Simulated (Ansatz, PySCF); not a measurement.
Reaction (SMILES): CB(I)I + 3 [H][H] (H2) -> B (BH3) + C (CH4) + 2 I (HI)
Each molecule is optimised on its own at B3LYP-D3(BJ)/def2-TZVP (Ansatz, a first-principles code).

Property: energy of full hydrogenation (enthalpy at 298 K, with B3LYP-D3(BJ) rigid-rotor harmonic-oscillator terms from PySCF), in kJ/mol. Correlated levels leave the core frozen unless marked. No spin-orbit coupling. The frozen core is the preceding noble-gas configuration, with the filled d and f shells of earlier blocks. Past Kr the def2 sets carry scalar-relativistic core potentials. STO-3G rows are all-electron and non-relativistic. Basis-set limits of correlation are two-point, X^-3; Hartree-Fock from the larger set.

| level | program | energy of full hydrogenation (kJ/mol) | minus last row |
|---|---|---|---|
| revPBE-D4/def2-TZVPD | Ansatz + dftd4 | 142.9 | 33.7 |
| B2GP-PLYP-D4/def2-TZVPD | Ansatz + dftd4 | 109.9 | 0.7 |
| B2PLYP/def2-TZVPD | Ansatz | 99.6 | -9.6 |
| RI-MP2/CBS(def2-TZVPPD,def2-QZVPPD) | Ansatz | 133.3 | 24.1 |
| CCSD/STO-3G | Ansatz | 154.3 | 45.1 |
| CCSD(T)/def2-QZVPPD | Ansatz | 106.5 | -2.7 |
| CCSD(T)/CBS(def2-TZVPPD,def2-QZVPPD) | Ansatz | 109.2 | 0.0 |
